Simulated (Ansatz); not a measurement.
Computed with Ansatz on PBE0-D4/def2-TZVP structures; ΔE is electronic, products minus reactants. CBS: MP2 limit from def2 TZ/QZ plus the TZ coupled-cluster correction, frozen cores. Double bonds are as drawn, so ΔE can hold a change between cis and trans. DFT in def2-TZVPP. B3LYP here is the variant with VWN-RPA as its local correlation; programs differ in this. One conformer a species, not always the lowest.

Consider the formal exchange of groups at the Si–C bond: `C=C([SiH3])[SiH2][SiH3]` + `C/C=C\F` → `C/C=C(\F)[SiH3]` + `C=C[SiH2][SiH3]`.

(1) Is it downhill or uphill in electronic energy at CCSD(T)/CBS, and by how much? (An estimate is asked.)

(2) What do these levels give: B3LYP-D4, ωB97X-V, r2SCAN, HF/def2-TZVPP, MP2/def2-TZVPP, SCS-MP2/def2-TZVPP, CCSD(T)/def2-TZVPP, HF/def2-QZVPP, SCS-MP2/def2-QZVPP, HF/CBS(def2), MP2/CBS(def2), CCSD/CBS(def2)? (Estimate.)

Largest T1 diagnostic among the species: 0.013.

## Answers

(1) Ansatz gave: Uphill: ΔE = +0.09 eV.

(2) Computed: B3LYP-D4 0.08, ωB97X-V 0.07, r2SCAN 0.05, HF/def2-TZVPP 0.03, MP2/def2-TZVPP 0.13, SCS-MP2/def2-TZVPP 0.10, CCSD(T)/def2-TZVPP 0.10, HF/def2-QZVPP 0.03, SCS-MP2/def2-QZVPP 0.10, HF/CBS(def2) 0.03, MP2/CBS(def2) 0.12, CCSD/CBS(def2) 0.08 eV.

The D4 term adds +0.07 eV with B3LYP and +0.04 eV with PBE0; it sums over pairs of atoms, weighted by their polarisabilities, and B3LYP, whose exchange is more repulsive, gets the larger term. In def2-TZVPP, CCSD(T) changes the Hartree–Fock value by +0.07 eV (the triples alone add +0.01 eV) and MP2 by +0.10 eV.
